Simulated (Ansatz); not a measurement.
Sb(Cl)(TeH)2 (ClH2SbTe2), SMILES [Cl][Sb]([TeH])[TeH].

Geometry: B3LYP-D3(BJ)/def2-SVP. A frequency run showed that this geometry is not a minimum. The def2 effective core potentials stand for the cores of Sb, Te; spin–orbit coupling is left out.

Two levels are set side by side: PBE/def2-SVPD (Ansatz, a quantum-chemistry and plane-wave program) and PBE0/def2-SVPD (Ansatz). Energy differences of separate SCF runs at the same geometry; the states with an electron removed or added have multiplicity 2 and 2. Differences are taken from unrounded values.

```json
[
 {"quantity": "vertical ionisation energy (eV)", "PBE0": "8.32"},
 {"quantity": "vertical electron affinity (eV)", "PBE0": "0.87"},
 {"quantity": "vertical singlet–triplet gap (eV)", "PBE0": "2.96"}
]
```

Problem. What does PBE give, and how far is it from PBE0? (The exact figures need the calculation; the answer reports its results.)

Solution. 
```csv
quantity,PBE,PBE minus PBE0
vertical ionisation energy (eV),8.01,-0.31
vertical electron affinity (eV),0.88,0.01
vertical singlet–triplet gap (eV),2.81,-0.14
```
